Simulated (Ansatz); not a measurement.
C₃H₉AlO₂, SMILES `C[CH](C)[Al]([OH])[OH]` at its PBE0-D4/def2-TZVP geometry, where that method's forces vanish. Total charge 0; spin multiplicity 1.

```xyz
15

C    -0.9866    1.4223   -0.2862
C    -0.0661    0.2592   -0.6595
C    -0.8863   -0.9259   -1.1768
Al    1.0845   -0.2717    0.8291
O     2.7627   -0.3892    0.5951
O     0.3417   -0.6161    2.3176
H    -1.6397    1.1629    0.5523
H    -0.4313    2.3207   -0.0013
H    -1.6345    1.6944   -1.1288
H     0.6008    0.5891   -1.4659
H    -1.5479   -1.3250   -0.4017
H    -1.5240   -0.6228   -2.0165
H    -0.2575   -1.7489   -1.5292
H     3.3974   -0.6527    1.2578
H     0.7868   -0.8964    3.1140
```

(1) What forces (eV/Å) does PBE-D4/def2-TZVPP give on these atoms in the Gaussian-basis code of Ansatz? (Best estimate.)

## Answers

(1) Ansatz gave: 
```
C1   0.024  0.024  0.029
C2   0.022 -0.003  0.020
C3   0.028 -0.038  0.010
Al4 -0.085  0.050 -0.126
O5   0.105  0.109 -0.418
O6  -0.433  0.060 -0.036
H7  -0.132 -0.041  0.160
H8   0.097  0.178  0.059
H9  -0.137  0.057 -0.170
H10  0.137  0.061 -0.146
H11 -0.132 -0.083  0.142
H12 -0.135  0.061 -0.172
H13  0.111 -0.166 -0.069
H14  0.322 -0.130  0.320
H15  0.208 -0.139  0.397
```
